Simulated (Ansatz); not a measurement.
ClH₁₀NO₂Si₄, SMILES [SiH3]N[Si](Cl)(O[SiH3])O[SiH3].

Geometry optimised at r2SCAN-D4/def2-SVP. Other conformers were not sampled.

Two levels are set side by side: PBE/def2-SVPD (Ansatz, a first-principles code) and PBE0/def2-SVPD (Ansatz). Energy differences of separate SCF runs at the same geometry; the states with an electron removed or added have multiplicity 2 and 2. Differences are taken from unrounded values.

```tsv
quantity	PBE0
vertical ionisation energy (eV)	9.76
vertical singlet–triplet gap (eV)	6.20
```

Q: What does PBE give, and how far is it from PBE0? (An estimate is asked for; the answer gives what the named calculation found.)

A: 
```json
[
 {"quantity": "vertical ionisation energy (eV)", "PBE": "9.21", "PBE minus PBE0": "-0.55"},
 {"quantity": "vertical singlet–triplet gap (eV)", "PBE": "5.67", "PBE minus PBE0": "-0.53"}
]
```
